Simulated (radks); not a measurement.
Values are calculated unless marked as measured or tabulated.
Excited configurations of N2+: one electron is placed in a higher orbital outside [He] 2s2. The ground configuration is [He] 2s2 2p1. Level of theory: scalar-relativistic Kohn-Sham, r2SCAN, spin-polarised, spherical densities, finite nucleus; open shells are filled with parallel spins first; meta-GGA in the generalised Kohn-Sham scheme; Fermi nuclear charge, rms radius 2.5582 fm (a radial shooting solver on a logarithmic mesh with Libxc functionals). Excitation = E - E(ground); binding = E(ion) - E, where the ion is the core of charge +3; n* = 3/sqrt(2 binding) in atomic units, and the quantum defect is n - n*.

outer orbital  excitation (eV)  binding (eV)     n*  quantum defect  eigenvalue (eV)  <r> (bohr)
3d                      33.299        14.012  2.956           0.044          -11.227       3.263
5f                      42.389         4.921  4.988           0.012           -4.151       10.52
6d                      43.698         3.613  5.822           0.178           -3.122       16.20

Estimate the row for 6s.

Answer. excitation (eV) 43.192; binding (eV) 4.119; n* 5.453; quantum defect 0.547; eigenvalue (eV) -3.620; <r> (bohr) 14.99. The Delta-SCF ionisation energy is 47.311 eV (NIST Atomic Spectra Database: 47.445 eV, semi-empirical). Self-interaction in the functional shifts the binding energies and quantum defects, so they are the method's values and not measured ones. Open shells are spherical and high-spin; term and fine-structure splittings are not resolved.
